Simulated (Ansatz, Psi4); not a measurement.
## CHBrCl2 (bromodichloromethane): from total energies to a heat of formation

CHBrCl2 has 5 atoms, charge 0, and is taken as a singlet. SMILES: `ClC(Cl)Br`. The shape is that of a PBE0-D4/def2-TZVP optimisation.

```xyz
5

Cl   -0.5453    0.1542    1.6486
C     0.0800    0.0861    0.0115
Cl    1.2154   -1.2354   -0.1892
Br   -1.3535   -0.0188   -1.2825
H     0.6034    1.0139   -0.1885
```

Total energies at PBE/6-31G* (spherical functions) (Psi4 1.11); the atoms run unrestricted:

| species | state | energy (Eh) |
| --- | --- | --- |
| CHBrCl2 | singlet | -3532.085995 |
| Cl | doublet | -459.923430 |
| C | triplet | -37.781320 |
| Br | doublet | -2573.412740 |
| H | doublet | -0.497432 |

Harmonic wavenumbers at PBE0-D4/def2-TZVP, in cm⁻¹: 214, 222, 334, 615, 741, 784, 1195, 1235, 3185.

Measured heats of formation of the gaseous atoms at 298.15 K, in kJ/mol: Cl 121.3, C 716.9, Br 111.9, H 218.0. Spin-orbit lowering of the atoms at 298 K (mean of the ground term's levels less their thermal mean, from spectra), in kJ/mol: Cl 3.44, C 0.02, Br 14.69. Take 1 Eh = 2625.50 kJ/mol, 1 cm⁻¹ = 0.0119627 kJ/mol, RT = 2.479 kJ/mol.

Q: Work out the heat of formation of the gas at 298 K.

A: 
1. Electronic atomisation energy: 2 × (-459.923430) + (-37.781320) + (-2573.412740) + (-0.497432) − (-3532.085995) = 0.547643 Eh = 1437.8 kJ/mol.
2. Zero-point energy: half the sum of the wavenumbers, 4262.5 cm⁻¹ = 51.0 kJ/mol.
3. Thermal vibrational enthalpy, Σ hcν̃/(exp(hcν̃/kT) − 1): 4.8 kJ/mol. Translation, rotation and pV of a non-linear molecule: 4 RT = 9.9 kJ/mol.
4. The 5 free atoms carry 5/2 RT each: 31.0 kJ/mol.
5. Spin-orbit coupling lowers the free atoms by 2 × 3.44 + 0.02 + 14.69 = 21.6 kJ/mol.
6. Atomisation enthalpy at 298 K: 1437.8 − 21.6 − 51.0 − 4.8 − 9.9 + 31.0 = 1381.5 kJ/mol.
7. Sum of the atoms' heats of formation: 1289.4 kJ/mol. Heat of formation: 1289.4 − 1381.5 = -92.1 kJ/mol.

The tabulated value is -51.5 kJ/mol (Active Thermochemical Tables), so this level is off by -40.6 kJ/mol, or 3.0 % of the atomisation enthalpy that the table implies (1340.8 kJ/mol). Gradient-corrected functionals often overbind somewhat. Relativity is left out. Anharmonicity and any spin-orbit splitting of the molecule are left out.
